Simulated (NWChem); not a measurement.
Molecule: C2H7FOSi; SMILES C[Si@H](F)CO

```xyz
12

C     -0.9992     1.8864    -0.1336
Si     0.0637     0.4322     0.3516
F      1.5618     0.6832    -0.2479
C     -0.6187    -1.1638    -0.3807
O      0.0876    -2.2590     0.1475
H     -2.0045     1.8071     0.3099
H     -0.5501     2.8286     0.2163
H     -1.1109     1.9515    -1.2273
H      0.2003     0.3072     1.8296
H     -0.5403    -1.0910    -1.4863
H     -1.7069    -1.2040    -0.1543
H     -0.2296    -3.0636    -0.2736
```
Atoms are numbered in this order, from 1.

All runs: NWChem. Pople sets run with spherical d functions. Medium grid unless said otherwise, to which SCAN and Minnesota functionals are sensitive. Structure relaxed at the PBE0/def2-SVP level. Not confirmed as a minimum by frequencies. Hybrids' shares of exact exchange are those that their runs print; pure functionals count as 0. The functionals differ in more than this share.

| row | share of exact exchange | highest occupied level (eV) |
|---|---|---|
| PBE/6-31G* | 0.00 | -5.91 |
| HCTH/407/6-31G* | 0.00 | -6.17 |
| B3LYP/6-31G* | 0.20 | -7.44 |
| r2SCAN0/6-31G* | 0.25 | -8.07 |
| M06/6-31G* | 0.27 | -7.83 |
| MPW1K/6-31G* | 0.43 | -9.11 |
| BHandHLYP/6-31G* | 0.50 | -9.47 |
| M06-2X/6-31G* | 0.54 | withheld |

**Question.** Fit a straight line of the last column on the one before it, predict the withheld value, and compare with the run.

**Answer.** 
1. Means of the 7 shown rows: x = 0.236, y = -7.714. Slope Σ(x − x̄)(y − ȳ)/Σ(x − x̄)² = -1.543/0.2214 = -6.972; intercept -6.071.
2. The shown rows scatter about the line by 0.134 (root mean square); the largest residual is -0.26, at r2SCAN0/6-31G*.
3. At x = 0.54 (M06-2X/6-31G*; beyond the shown range) the line gives -9.84.
4. The run gives -9.43, +0.41 from the line, 3.1 times the scatter.
